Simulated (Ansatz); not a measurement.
**Which method gave which barrier?**

Saddle point of SnSiH$_{8}$O, singlet (SnH₄O ([OH][SnH3]) + SiH₄ → SnSiH₆ ([SiH3][SnH3]) + H₂O; bonds formed: Sn1–Si7, O2–H6; bonds broken: Sn1–O2, H6–Si7), PBE0-D4/def2-TZVP structure:

Sn1  (-0.787, -1.213, -0.535)
O2  (1.321, -1.128, -0.187)
H3  (-0.719, -2.921, -0.664)
H4  (-1.811, -0.800, 0.758)
H5  (-1.092, -0.500, -2.040)
H6  (1.121, -0.047, 0.132)
Si7  (0.201, 1.658, 0.411)
H8  (1.696, -1.688, 0.508)
H9  (1.205, 2.697, 0.015)
H10  (-1.071, 2.069, -0.271)
H11  (-0.066, 1.873, 1.870)
(Å)

Program: Ansatz 0.2.0. Basis: def2-TZVPP, with def2-QZVPP for the basis limit. Cores are frozen in the correlated methods. Filled d shells of the heavier atoms are correlated. Core potentials replace the inner electrons of the atoms past krypton. The def2 sets are not built for correlating such inner shells, so the correlated values are less sure here. Extrapolation: Hartree–Fock as exp(−7.88 √X), correlation as X^−2.97. Four methods, as single points on the PBE0-D4 structures, gave these electronic barriers from the start structure: 123.0, 144.9, 173.7, 239.7 kJ/mol.

Q: The methods were, in alphabetical order, HF, MP2, PBE-D4, r2SCAN-D4. Which gave which? (A judgement: the text doesn't fix the answer.)

A: The calculation gives: PBE-D4 123.0; r2SCAN-D4 144.9; MP2 173.7; HF 239.7 kJ/mol. For comparison, CCSD(T) at an estimated basis limit (MP2 extrapolated from triple and quadruple zeta, plus CCSD(T) − MP2 in triple zeta) gives 169.4 kJ/mol.

T1 diagnostic: at most 0.015.

Labels in which every atom is bracketed show which atoms are joined, not bond orders.

For scale, one of the runs: CCSD(T)/def2-TZVPP, 235 basis functions, launched by `ansatz run in.yaml --threads 4 --pin off --events-out ev --progress --plain --max-ram 9574MiB`. Time: 3.5 min of wall clock on 4 CPU threads of an Arm Neoverse N1; the host was shared. Peak host memory: 4.5 GiB.
